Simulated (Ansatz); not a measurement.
# Nudged elastic band run: Sc12Pd

input.yaml

```yaml
crystal:
  lattice:
    - [6.62, 0.0, 0.0]
    - [3.31, 5.733088, 0.0]
    - [0.0, 0.0, 18.27614]
  atoms:
    - { symbol: Sc, position: [0.0, 0.0, 0.0547161] }
    - { symbol: Sc, position: [0.5, 0.0, 0.0547161] }
    - { symbol: Sc, position: [0.0, 0.5, 0.0547161] }
    - { symbol: Sc, position: [0.5, 0.5, 0.0547161] }
    - { symbol: Sc, position: [-0.16667402, 0.33333623, 0.18555903] }
    - { symbol: Sc, position: [0.33503092, 0.32993484, 0.18514225] }
    - { symbol: Sc, position: [-0.17007776, 0.83503367, 0.18513399] }
    - { symbol: Sc, position: [0.33504246, 0.8350355, 0.18513427] }
    - { symbol: Sc, position: [0.00568751, -0.01137901, 0.31845886] }
    - { symbol: Sc, position: [0.50000512, -8.76e-06, 0.32187167] }
    - { symbol: Sc, position: [0.00570168, 0.50572284, 0.31846893] }
    - { symbol: Sc, position: [0.48857034, 0.50572335, 0.31847477] }
    - { symbol: Pd, position: [0.16660986, 0.66674925, 0.41328608] }
basis:
  ecutwfc: 420.0
kpoints:
  mp_grid: { grid: [3, 3, 1] }
hamiltonian:
  xc: lda
scf:
  occupations: { method: fermi_dirac, width: 0.15 }
  lower_state_search: "off"
  max_iter: 90
neb:
  images: 3
  f_tol: 0.05
  max_iterations: 50
  order_check: false
  max_displacement: 0.5
  optimiser: fire
  constraints: [{ sites: [0, 1, 2, 3] }]
  final_atoms:
    - { symbol: Sc, position: [0.0, 0.0, 0.0547161] }
    - { symbol: Sc, position: [0.5, 0.0, 0.0547161] }
    - { symbol: Sc, position: [0.0, 0.5, 0.0547161] }
    - { symbol: Sc, position: [0.5, 0.5, 0.0547161] }
    - { symbol: Sc, position: [-0.16495753, 0.33503548, 0.18513427] }
    - { symbol: Sc, position: [0.32992225, 0.33503365, 0.18513399] }
    - { symbol: Sc, position: [-0.16496907, 0.82993482, 0.18514225] }
    - { symbol: Sc, position: [0.33332599, 0.83333621, 0.18555903] }
    - { symbol: Sc, position: [-0.01142965, 0.00572333, 0.31847477] }
    - { symbol: Sc, position: [0.50570169, 0.00572282, 0.31846893] }
    - { symbol: Sc, position: [5.13e-06, 0.49999122, 0.32187167] }
    - { symbol: Sc, position: [0.50568752, 0.48862097, 0.31845886] }
    - { symbol: Pd, position: [0.66660987, 0.16674923, 0.41328608] }
```

Launched with:

```bash
$ ansatz run input.yaml --threads 4 --pin off --max-ram 10240MiB --backend cpu --events-out ev --progress --plain --runs-dir out
```

Output, in part (warnings, iteration lines):

```
NEB end point (image 0): max|allowed force component| = 5.539e-3 eV/Å (the criterion of neb.relax_end_points is 1.000e-2)
NEB end point (image 4): max|allowed force component| = 5.544e-3 eV/Å (the criterion of neb.relax_end_points is 1.000e-2)
NEB iter   1: max|band force component| = 5.273e0 eV/Å  barrier→ = 1.4425 eV  barrier← = 1.4425 eV  Δτ_max = 0.0867 Å  (46 SCF iters)
NEB iter   2: max|band force component| = 1.969e0 eV/Å  barrier→ = 0.7865 eV  barrier← = 0.7865 eV  Δτ_max = 0.1173 Å  (24 SCF iters)
NEB iter   3: max|band force component| = 9.092e-1 eV/Å  barrier→ = 0.5662 eV  barrier← = 0.5662 eV  Δτ_max = 0.0180 Å  (25 SCF iters)
NEB iter   4: max|band force component| = 8.043e-1 eV/Å  barrier→ = 0.5248 eV  barrier← = 0.5248 eV  Δτ_max = 0.0352 Å  (21 SCF iters)
NEB iter   5: max|band force component| = 8.107e-1 eV/Å  barrier→ = 0.4523 eV  barrier← = 0.4523 eV  Δτ_max = 0.0512 Å  (22 SCF iters)
NEB iter   6: max|band force component| = 8.397e-1 eV/Å  barrier→ = 0.3640 eV  barrier← = 0.3640 eV  Δτ_max = 0.0657 Å  (24 SCF iters)
NEB iter   7: max|band force component| = 7.999e-1 eV/Å  barrier→ = 0.2742 eV  barrier← = 0.2742 eV  Δτ_max = 0.0781 Å  (24 SCF iters)
NEB iter   8: max|band force component| = 6.344e-1 eV/Å  barrier→ = 0.1970 eV  barrier← = 0.1970 eV  Δτ_max = 0.0864 Å  (24 SCF iters)
NEB iter   9: max|band force component| = 3.385e-1 eV/Å  barrier→ = 0.1517 eV  barrier← = 0.1517 eV  CI = image 2  Δτ_max = 0.0950 Å  (24 SCF iters)
NEB iter  10: max|band force component| = 5.097e-1 eV/Å  barrier→ = 0.1498 eV  barrier← = 0.1498 eV  CI = image 2  Δτ_max = 0.0028 Å  (24 SCF iters)
NEB iter  11: max|band force component| = 4.845e-1 eV/Å  barrier→ = 0.1453 eV  barrier← = 0.1453 eV  CI = image 2  Δτ_max = 0.0054 Å  (16 SCF iters)
NEB iter  12: max|band force component| = 4.365e-1 eV/Å  barrier→ = 0.1373 eV  barrier← = 0.1373 eV  CI = image 2  Δτ_max = 0.0078 Å  (18 SCF iters)
NEB iter  13: max|band force component| = 3.693e-1 eV/Å  barrier→ = 0.1275 eV  barrier← = 0.1275 eV  CI = image 3  Δτ_max = 0.0099 Å  (19 SCF iters)
NEB iter  14: max|band force component| = 2.902e-1 eV/Å  barrier→ = 0.1226 eV  barrier← = 0.1226 eV  CI = image 3  Δτ_max = 0.0114 Å  (19 SCF iters)
NEB iter  15: max|band force component| = 2.129e-1 eV/Å  barrier→ = 0.1182 eV  barrier← = 0.1182 eV  CI = image 3  Δτ_max = 0.0125 Å  (21 SCF iters)
NEB iter  16: max|band force component| = 2.206e-1 eV/Å  barrier→ = 0.1146 eV  barrier← = 0.1146 eV  CI = image 3  Δτ_max = 0.0142 Å  (21 SCF iters)
NEB iter  17: max|band force component| = 2.210e-1 eV/Å  barrier→ = 0.1117 eV  barrier← = 0.1117 eV  CI = image 3  Δτ_max = 0.0152 Å  (21 SCF iters)
NEB iter  18: max|band force component| = 2.448e-1 eV/Å  barrier→ = 0.1098 eV  barrier← = 0.1098 eV  CI = image 3  Δτ_max = 0.0151 Å  (21 SCF iters)
NEB iter  19: max|band force component| = 2.977e-1 eV/Å  barrier→ = 0.1084 eV  barrier← = 0.1084 eV  CI = image 3  Δτ_max = 0.0170 Å  (21 SCF iters)
NEB iter  20: max|band force component| = 3.448e-1 eV/Å  barrier→ = 0.1069 eV  barrier← = 0.1069 eV  CI = image 3  Δτ_max = 0.0217 Å  (21 SCF iters)
NEB iter  21: max|band force component| = 3.769e-1 eV/Å  barrier→ = 0.1046 eV  barrier← = 0.1046 eV  CI = image 3  Δτ_max = 0.0298 Å  (21 SCF iters)
NEB iter  22: max|band force component| = 3.795e-1 eV/Å  barrier→ = 0.1009 eV  barrier← = 0.1009 eV  CI = image 3  Δτ_max = 0.0391 Å  (21 SCF iters)
NEB iter  23: max|band force component| = 3.333e-1 eV/Å  barrier→ = 0.0963 eV  barrier← = 0.0963 eV  CI = image 3  Δτ_max = 0.0491 Å  (23 SCF iters)
NEB iter  24: max|band force component| = 2.258e-1 eV/Å  barrier→ = 0.0925 eV  barrier← = 0.0925 eV  CI = image 3  Δτ_max = 0.0588 Å  (23 SCF iters)
NEB iter  25: max|band force component| = 1.274e-1 eV/Å  barrier→ = 0.0912 eV  barrier← = 0.0912 eV  CI = image 3  Δτ_max = 0.0038 Å  (23 SCF iters)
NEB iter  26: max|band force component| = 9.152e-2 eV/Å  barrier→ = 0.0905 eV  barrier← = 0.0905 eV  CI = image 3  Δτ_max = 0.0069 Å  (17 SCF iters)
NEB iter  27: max|band force component| = 7.950e-2 eV/Å  barrier→ = 0.0896 eV  barrier← = 0.0896 eV  CI = image 3  Δτ_max = 0.0091 Å  (18 SCF iters)
NEB iter  28: max|band force component| = 8.207e-2 eV/Å  barrier→ = 0.0890 eV  barrier← = 0.0890 eV  CI = image 3  Δτ_max = 0.0104 Å  (19 SCF iters)
NEB iter  29: max|band force component| = 8.134e-2 eV/Å  barrier→ = 0.0887 eV  barrier← = 0.0887 eV  CI = image 3  Δτ_max = 0.0118 Å  (19 SCF iters)
NEB iter  30: max|band force component| = 7.624e-2 eV/Å  barrier→ = 0.0883 eV  barrier← = 0.0883 eV  CI = image 3  Δτ_max = 0.0134 Å  (19 SCF iters)
NEB iter  31: max|band force component| = 6.698e-2 eV/Å  barrier→ = 0.0876 eV  barrier← = 0.0876 eV  CI = image 3  Δτ_max = 0.0167 Å  (19 SCF iters)
NEB iter  32: max|band force component| = 5.739e-2 eV/Å  barrier→ = 0.0867 eV  barrier← = 0.0867 eV  CI = image 3  Δτ_max = 0.0200 Å  (20 SCF iters)
NEB iter  33: max|band force component| = 6.500e-2 eV/Å  barrier→ = 0.0861 eV  barrier← = 0.0861 eV  CI = image 3  Δτ_max = 0.0231 Å  (20 SCF iters)
NEB iter  34: max|band force component| = 5.965e-2 eV/Å  barrier→ = 0.0856 eV  barrier← = 0.0856 eV  CI = image 3  Δτ_max = 0.0254 Å  (19 SCF iters)
NEB iter  35: max|band force component| = 4.485e-2 eV/Å  barrier→ = 0.0848 eV  barrier← = 0.0848 eV  CI = image 3  Δτ_max = 0.0000 Å  (21 SCF iters)
```

The forces met the threshold. The profile has 2 maxima (images 1, 3) with wells between them (image 2): this band takes more than one step, which may be the mechanism or a detour left from its start path. The order of the point at the top wasn't checked. Limits of this set-up: coarse k mesh, thin slab, slab without dipole correction, a typed lattice constant that wasn't relaxed here.

Final band (atoms are numbered from 1 in the order of the input):

```csv
image,path coordinate (Å),energy (eV),Sc11–Pd13 (Å),Sc10–Pd13 (Å)
0,0.00,0.000,2.53,4.17
1,0.97,0.081,2.45,3.21
2,1.94,0.019,2.53,2.57
3,2.91,0.085,3.02,2.45
4,4.05,0.000,4.17,2.53
```

Run time: 15 min on 4 threads of AMD EPYC 7B13 (Zen 3), on a shared host, peak memory 2.7 GiB.
